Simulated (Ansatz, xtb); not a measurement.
**Relative energy of two isomers of C4H3ClN2O**

Structure X is `O=Cn1ccnc1Cl`, a singlet and structure Y is `O=Cc1n[nH]cc1Cl`, a singlet. Both are isolated molecules in the gas phase, relaxed with B3LYP-D3(BJ)/def2-SVP; each stands in its lowest conformer found.

Energies in hartree; the thermal terms are from GFN2-xTB frequencies at re-optimised GFN2-xTB minima (ideal gas, soft modes damped towards free rotors, one conformer each, 298.15 K, 1 atm) and include the zero-point energy:

|  | X | Y |
| --- | --- | --- |
| E, CCSD(T)/def2-SVP | −797.284594 | −797.259431 |
| E, MP2/def2-SVP | −797.205741 | −797.183068 |
| E, MP2/def2-TZVPP | −798.035019 | −798.014140 |
| zero-point energy | 0.068374 | 0.068381 |
| H(298 K) − E | 0.076138 | 0.076296 |
| G(298 K) − E | 0.036539 | 0.036284 |

**Question.** Correct the CCSD(T) difference for the basis set by the MP2 change, then work out ΔE, ΔE₀, ΔH and ΔG for X → Y in kJ/mol (1 Eh = 2625.50 kJ/mol) and the equilibrium ratio [Y]/[X].

**Answer.** 1. Differences Y − X: CCSD(T) +0.025163, MP2 in the small set +0.022673, MP2 in the large set +0.020879 Eh.
2. ΔE = +0.025163 + (+0.020879 − (+0.022673)) = +0.023369 Eh = +61.36 kJ/mol.
3. ΔE₀ = ΔE + ΔZPE = +0.023369 + (+0.000007) Eh = +61.37 kJ/mol.
4. ΔH = ΔE + (+0.000158) Eh = +61.77 kJ/mol.
5. ΔG = ΔE + (−0.000255) Eh = +60.69 kJ/mol, so ΔS = (ΔH − ΔG)/T = +3.6 J/(mol K).
6. kT = 0.9442 mEh, so K = [Y]/[X] = exp(−ΔG/kT) = exp(−24.48) ≈ 2.3 × 10^−11.

Structure X is favoured at this temperature. An error of 4 kJ/mol in ΔG would change K by a factor of 5. Mirror images and further conformers aren't counted.

As drawn, Y has 1 C–C, 1 N∷N, 1 C∷C, 1 N–H in place of 1 C–N, 2 C∷N, 1 C–H (∷ is an aromatic bond).

Other levels gave ΔE = +92.5 (GFN2-xTB); +48.1 (HF/STO-3G, GFN2-xTB geometries); +60.8 (r2SCAN-D4/def2-SVP, GFN2-xTB geometries); +63.6 (B3LYP-D3(BJ)/def2-SVP); +82.5 (HF/def2-SVP); +59.5 (MP2/def2-SVP); +66.1 (CCSD(T)/def2-SVP) kJ/mol. The correlated steps freeze 12 core orbitals. Programs: Ansatz 0.2.0, xtb 6.7.1.
